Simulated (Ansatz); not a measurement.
A geometry relaxed with B3LYP-D3(BJ)/def2-SVP in Ansatz (a program for electronic structure), charge 0, multiplicity 1:

```xyz
20

C     -2.3907     0.9807     0.7521
C      2.9965     0.0847     1.3057
H      3.3909    -0.9402     1.1834
H      1.3842    -0.8431    -2.1048
H      3.1832     0.4215     2.3341
C     -1.1586    -0.6744    -1.1238
C      1.8524    -0.6305    -1.1457
H      2.9315    -0.7595    -1.0802
C     -2.5387    -0.4818    -1.1630
H     -2.8682     1.6277     1.4921
H     -0.4057     1.2805     1.5561
H     -3.1339    -0.9923    -1.9240
C     -0.3705    -0.0331    -0.1519
H     -0.6900    -1.3462    -1.8447
O      1.6036     0.1288     1.1111
C     -3.1621     0.3487    -0.2260
H     -4.2442     0.4971    -0.2561
C     -1.0084     0.7898     0.7922
C      1.1035    -0.2092    -0.1070
H      3.5252     0.7509     0.6002
```

**Question.** Write the SMILES of this molecule.

**Answer.** `C=C(OC)c1ccccc1`
